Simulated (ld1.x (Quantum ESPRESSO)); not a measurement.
## How hard is this magnesium RRKJ potential?

ld1.x (Quantum ESPRESSO) 7.5 input, shortened:

```
&input
   title='Mg', zed=12., rel=0, dft='PBE', iswitch=3,
   config='[Ne] 3s2 3p0 3d-2'
 /
 &inputp
   pseudotype=2, tm=.false., lloc=0,
   nlcc=.true.
 /
3
3P  2  1   0.00   0.00  2.10  2.10  0.0
3D  3  2  -2.00   0.35  1.95  1.95  0.0
3S  1  0   2.00   0.00  1.85  1.85  0.0
 &test
   configts(1)='3s2 3p0'
 /
```

The pseudo-atom Hamiltonian at the reference potential is diagonalised in spherical Bessel functions j_l(qr) that vanish at 20 bohr, with q² up to the cutoff. All-electron valence levels (Ry): 3p -0.0983, 3s -0.3454.

How do the lowest levels (Ry) of each channel move with the cutoff, and are there ghosts?

```
cutoff (Ry)     p #1    d #1     s #1    f #1    f #2  Σ f·Δε (mRy)
          8  -0.0974  0.0529  -0.3432  0.1080  0.2296           4.3
         10  -0.0975  0.0529  -0.3433  0.1080  0.2296           4.2
         15  -0.0976  0.0529  -0.3439  0.1080  0.2296           3.0
         18  -0.0978  0.0529  -0.3447  0.1080  0.2296           1.4
         25  -0.0982  0.0529  -0.3452  0.1080  0.2296           0.4
         30  -0.0983  0.0529  -0.3452  0.1080  0.2296           0.3
        400  -0.0983  0.0529  -0.3454  0.1080  0.2296           0.0
```

Result: no extra level below or beside the all-electron valence levels (p, d, s, f tested); 10 mRy is reached at 6 Ry and 1 mRy at 21 Ry.
